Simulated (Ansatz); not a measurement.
C2H6FISi, SMILES `CC[SiH](F)I`, relaxed with RKS PBE-D4/def2-SVP in Ansatz from a rough embedded geometry. The force threshold is 0.03 eV/Å; the program also tests the step.

The species carries charge 0 and has multiplicity 1. I: def2 effective core potential.

Start:

```xyz
11

C    -1.206    0.035   -0.715
C     0.001   -0.667   -0.294
Si    1.055    0.195    0.949
F     0.257    0.624    2.187
I     2.091    2.192   -0.043
H    -1.903    0.307    0.138
H    -1.802   -0.525   -1.431
H    -0.984    1.046   -1.224
H     0.612   -0.868   -1.151
H    -0.287   -1.628    0.147
H     2.168   -0.711    1.436
```

```
step  energy (eV)  largest force (eV/Å)  largest move (Å)
   1  -20853.6732                 3.615             0.000
   2  -20853.9879                 1.919             0.051
   3  -20854.0837                 0.337             0.064
   4  -20854.0865                 0.202             0.064
   5  -20854.0921                 0.053             0.043
   6  -20854.0924                 0.021             0.005
   7  -20854.0929                 0.026             0.020
```

End:

```xyz
11

C    -1.238    0.094   -0.738
C    -0.002   -0.701   -0.299
Si    1.101    0.171    0.941
F     0.206    0.597    2.247
I     2.037    2.230   -0.038
H    -1.880    0.351    0.129
H    -1.855   -0.485   -1.455
H    -0.953    1.045   -1.233
H     0.636   -0.974   -1.168
H    -0.294   -1.662    0.182
H     2.243   -0.667    1.431
```

Run time 15 s (2 threads of an AMD EPYC 7R13 on a shared host); peak host memory 0.22 GiB.
